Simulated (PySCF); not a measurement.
Delta-SCF ions had no search for a lower state. 

Cartesian coordinates (Å):
```xyz
7

C     -1.8096     0.0176     0.2305
B     -0.4317     0.0047     0.2602
B      1.1885    -0.0112     0.2955
N      2.4258    -0.0237     0.3224
H     -2.3769     0.7506    -0.3367
H     -2.4142    -0.7045     0.7724
H      3.4180    -0.0335     0.3442
```
Charge 0, spin multiplicity 1.

Give the vertical ionisation energy (Delta-SCF), HOMO and dipole moment at the level PySCF with ωB97X-D3(BJ)/def2-TZVP // PBE0-D3(BJ)/def2-TZVP.


The vertical ionisation energy (Delta-SCF) is 9.23 eV and the HOMO comes out as -9.25 eV. The dipole moment is 0.50 D.
